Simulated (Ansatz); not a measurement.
System: sum formula SiNH2F2 (charge 0, doublet). It need not be the lowest isomer of its formula. 
Geometry from a B3LYP-D3(BJ)/def2-TZVP (Ansatz, a quantum-chemistry and plane-wave program) optimisation:
```xyz
6

N     -1.5164    -0.0239     0.3406
Si     0.0543    -0.2448    -0.2994
F      0.9812    -0.7635     0.8992
F      0.5745     1.1935    -0.7745
H     -1.9435    -0.7639     0.8786
H     -2.2038     0.4886    -0.1926
```
Charge 0, spin multiplicity 2.

Atomisation energy built up term by term with Ansatz (kcal/mol; UHF references for open shells; valence terms freeze the core; atomic spin-orbit terms are left out). CBS(X,Y): correlation extrapolated as X^-3; Hartree-Fock from the larger set.

```tsv
term	basis	kcal/mol
Hartree-Fock	aug-cc-pV(Q+d)Z	[?]
CCSD correlation	CBS(aug-cc-pV(T+d)Z,aug-cc-pV(Q+d)Z)	150.95
(T)	CBS(aug-cc-pV(T+d)Z,aug-cc-pV(Q+d)Z)	[?]
core correlation	cc-pwCVTZ	0.65
scalar relativity (X2C)	cc-pVTZ-DK against cc-pVTZ	-1.41
sum: De		[?]
```

**Question.** What belongs in the gaps?

**Answer.** 
- Hartree-Fock, kcal/mol: 385.83
- (T), kcal/mol: 10.57
- sum: De, kcal/mol: 546.6
